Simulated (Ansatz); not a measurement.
C₂H₄AlClO (`[Cl][Al]1[CH2]C[O]1`). Total charge 0; spin multiplicity 1. All single points use the PBE0-D4/def2-TZVP geometry.

```xyz
9

Cl    3.113   -1.213   -0.860
Al    1.195   -0.530   -0.436
C     0.067    0.468    0.781
C    -0.988    0.050   -0.268
O    -0.284   -0.723   -1.272
H    -0.103    0.059    1.777
H     0.222    1.544    0.859
H    -1.774   -0.571    0.169
H    -1.449    0.917   -0.750
```

Q: What is the dipole moment at PBE/def2-TZVPP? (Estimate.)

A: Ansatz gave: 1.94 D, with components (-0.29, 1.05, 1.60) D in this frame, pointing from negative to positive charge.

Q: And with r2SCAN, B3LYP, ωB97M-V? (An estimate is asked.)

A: The calculation gave: r2SCAN 1.96 D, B3LYP 2.02 D, ωB97M-V 2.00 D.

Q: Give the Mulliken charges with PBE, B3LYP, r2SCAN in def2-TZVPP. (Best estimate.)

A: Ansatz gave: 
```
atom    PBE  B3LYP  r2SCAN
 Cl1  -0.20  -0.21   -0.22
 Al2   0.44   0.53    0.58
  C3  -0.32  -0.35   -0.37
  C4   0.11   0.13    0.24
  O5  -0.34  -0.41   -0.43
  H6   0.09   0.09    0.07
  H7   0.09   0.09    0.07
  H8   0.07   0.07    0.03
  H9   0.07   0.07    0.03
```

B3LYP here is the variant with VWN-RPA as its local correlation; programs differ in this.
